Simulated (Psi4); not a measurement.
triflic acid (CHF3O3S), singlet, at a GFN2-xTB geometry. Base run: Psi4 with M06-2X/STO-3G.

Geometry (Å):
```xyz
9

O      1.4147    -0.4978    -1.0617
S      0.8089     0.3010     0.1631
O      1.2703    -0.2830     1.3717
O      0.9060     1.6889    -0.0727
C     -0.9735    -0.2087    -0.0650
F     -1.7327     0.2515     0.9143
F     -1.4342     0.2304    -1.2234
F     -1.0169    -1.5381    -0.0607
H      1.8250    -1.3235    -0.7907
```
Charge 0, spin multiplicity 1.
All else is at Psi4's defaults (density fitting; Cartesian or spherical functions as each basis is defined).

Each row names what was changed in the base input (with any setting that the change needs).

```
change                 basis functions      E (Eh)  dipole (D)  core-seconds (rough)
---------------------  ---------------  ----------  ----------  --------------------
base                                45  -949.32345        2.18                     6
basis = def2-SVP                   121  -961.23615        2.74                    10
basis = pcseg-1                    121  -961.68305        2.79                    20
basis = cc-pV(D+d)Z                126  -961.87080        2.70                    20
basis = 6-31G*                     126  -961.76913        2.90                    20
basis = 6-311++G**                 191  -961.99254        2.78                    30
basis = aug-pcseg-1                197  -961.72836        2.70                    40
basis = aug-cc-pVDZ                197  -961.88828        2.73                    50
basis = 6-311+G(2d,p)              230  -962.04349        2.75                    40
basis = cc-pVTZ                    258  -962.09183        2.79                    60
basis = def2-TZVP                  260  -962.12280        2.78                    50
basis = cc-pV(T+d)Z                263  -962.11610        2.77                    60
basis = def2-TZVPP                 273  -962.12432        2.77                    70
```

Totals compare only among sets that treat the same electrons; sets with core potentials leave the core out.
